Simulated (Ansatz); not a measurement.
Total energies of Au2Se (the lowest singlet isomer of a short search) from Ansatz at PBE-D4/def2-TZVP, gas phase (1 Eh = 27.2114 eV = 2625.5 kJ/mol). The reference geometry is relaxed at r2SCAN-D4/def2-TZVP.

Cartesian coordinates in Å:
```
Au 1.059 -0.124 1.314
Au -0.808 1.168 -0.920
Se -0.251 -1.044 -0.394
```

| state | geometry | energy (Eh) |
| --- | --- | --- |
| charge 0 singlet | reference | -2672.81268 |
| charge 1 doublet | reference | -2672.51554 |
| charge 1 doublet | relaxed at r2SCAN-D4/def2-TZVP | -2672.51645 |
| charge 0 triplet | relaxed at r2SCAN-D4/def2-TZVP | -2672.77373 |
| charge 0 quintet | relaxed at r2SCAN-D4/def2-TZVP | -2672.71034 |
| free Au atom (doublet) | – | -135.74600 |
| free Se atom (triplet) | – | -2401.12489 |

In the def2 sets Au takes a core potential; there is no spin–orbit coupling.

Work out the vertical ionisation energy to the doublet.

E(charge 1 doublet) − E(charge 0 singlet) = -2672.51554 − (-2672.81268) = 0.29714 Eh = 8.09 eV. For comparison, −ε of the highest occupied level is 5.27 eV at this level, 2.82 eV less.

How much does the charge 1 doublet relax, and what is the adiabatic ionisation energy?

Relaxation: -2672.51554 − (-2672.51645) = 0.00091 Eh = 0.02 eV. Adiabatic ionisation energy: 0.29623 Eh = 8.06 eV, without zero-point energy. 

Which of the charge 0 states is lowest, and how far above it are the others?

The singlet. triplet: -2672.77373 − (-2672.81268) = 0.03895 Eh = 102.3 kJ/mol; quintet: -2672.71034 − (-2672.81268) = 0.10234 Eh = 268.7 kJ/mol. The quintet differs in its bonds from the reference.

What is the binding energy per atom against free atoms?

Atoms: 2 × (-135.74600) + 1 × (-2401.12489) = -2672.61689 Eh. Binding: -2672.61689 − (-2672.81268) = 0.19579 Eh = 5.33 eV, or 1.78 eV for each of 3 atoms (no zero-point energy, no counterpoise term).

The structure comes from a short search, and lower isomers may exist.
